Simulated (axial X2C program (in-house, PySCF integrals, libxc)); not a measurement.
# AuSi⁺: from the spin-free to the two-component result

All values were computed with an in-house all-electron X2C program for linear molecules (integrals from PySCF). Spin-free means the one-electron spin-free X2C Hamiltonian; two-component (2c) means X2C with spin–orbit coupling and atomic mean-field two-electron Coulomb and Gaunt terms, so the difference of the two also holds small scalar two-electron terms. Basis: Au dyall-cv3z [13s14p9d6f4g], Si dyall-v3z [8s7p2d1f] (cores contracted in-house); Gaussian nuclei, density fitting, unrestricted open shells. Masses: Au 196.967 u, Si 27.977 u.

Spin-free state: M_S = 0, Λ = 0 (closed shell); fragments Au + Si+.

```csv
level,Re (Å),ωe (cm⁻¹),De (eV),μ (D)
PBE0,2.195,429.1,3.845,4.64
HF,2.290,344.8,2.146,3.89
MP2,2.151,472.5,3.870,n/a
BHandHLYP,2.215,406.4,3.303,4.60
```

Correlated methods: 14 electrons correlated (number of frozen shells: Au 5 s, 4 p, 2 d, 1 f; Si 2 s, 1 p), 260 virtual spin orbitals or spinors in MP2.

Dipoles are positive if Si is the positive end and refer to the centre of mass.

Two-component determinant lowest at the distance of the search:

Ω = 0 (closed shell); fragments Au + Si+.

| level | Re (Å) | ωe (cm⁻¹) | De (eV) | μ (D) |
| --- | --- | --- | --- | --- |
| PBE0 | 2.196 | 429.6 | 3.893 | 4.59 |
| HF | 2.286 | 349.9 | 2.118 | 3.86 |
| MP2 | 2.152 | 473.5 | 3.895 | n/a |
| BHandHLYP | 2.215 | 408.8 | 3.342 | 4.56 |

From the two tables, how do the constants change at the MP2 level (2c against spin-free)?

At the MP2 level Re increases by 0.001 Å and ωe goes up by 1.0 cm⁻¹; De is not compared, since the atomic limits differ or miss part of their spin–orbit lowering.

Occupations by symmetry block were frozen at the best pattern of an incomplete PBE0 search. Closed shells are restricted here (equal orbitals for both partners); the stretched side of such a curve lies too high. Dissociation energies refer to the lowest single-determinant-based atoms at the same level and basis. A 2c atom that is not at its ground J level misses part of its spin–orbit lowering, and De is too large by that part (0.04 eV or less for light atoms). This holds for PBE0, MP2, BHandHLYP. The functionals have no current-density term, which raises determinants with orbital currents, atoms included.
